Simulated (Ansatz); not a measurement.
Program: Ansatz. Geometries: PBE0-D4/def2-TZVP. ΔE: electronic, gas phase. CCSD(T)/CBS adds triple-zeta CCSD(T) − MP2 to the extrapolated MP2 energy (def2 sets, frozen cores). This one scheme is used for every species. Functionals use def2-TZVPP. B3LYP here is the variant with VWN-RPA as its local correlation; programs differ in this. Each species was taken in one conformer, which may not be the lowest.

Consider the ligand exchange at a B–O bond: `OB(O)OB(O)O` + H₂S → `OB(O)S` + `OB(O)O`.

**Question.** Is it downhill or uphill in electronic energy at CCSD(T)/CBS, and by how much? (Best estimate.)

**Answer.** Ansatz gave: Uphill: ΔE = +61.4 kJ/mol.

**Question.** What do these levels give: PBE-D4, B3LYP-D4, ωB97X-V, PBE, B3LYP, MP2/def2-TZVPP, SCS-MP2/def2-TZVPP, CCSD/def2-TZVPP, CCSD(T)/def2-TZVPP, HF/def2-QZVPP, MP2/CBS(def2), CCSD/CBS(def2)? (Best estimate.)

**Answer.** Ansatz gave: PBE-D4 50.5, B3LYP-D4 63.3, ωB97X-V 60.3, PBE 48.8, B3LYP 61.0, MP2/def2-TZVPP 57.8, SCS-MP2/def2-TZVPP 60.6, CCSD/def2-TZVPP 65.1, CCSD(T)/def2-TZVPP 63.0, HF/def2-QZVPP 73.8, MP2/CBS(def2) 56.3, CCSD/CBS(def2) 63.6 kJ/mol.

Largest T1 diagnostic among the species: 0.012.

From PBE to PBE0 (25 % exact exchange), in def2-TZVPP and without D4, ΔE moves by +4.8 kJ/mol. In def2-TZVPP, CCSD(T) changes the Hartree–Fock value by −9.6 kJ/mol (the triples alone add −2.1 kJ/mol) and MP2 by −14.8 kJ/mol.
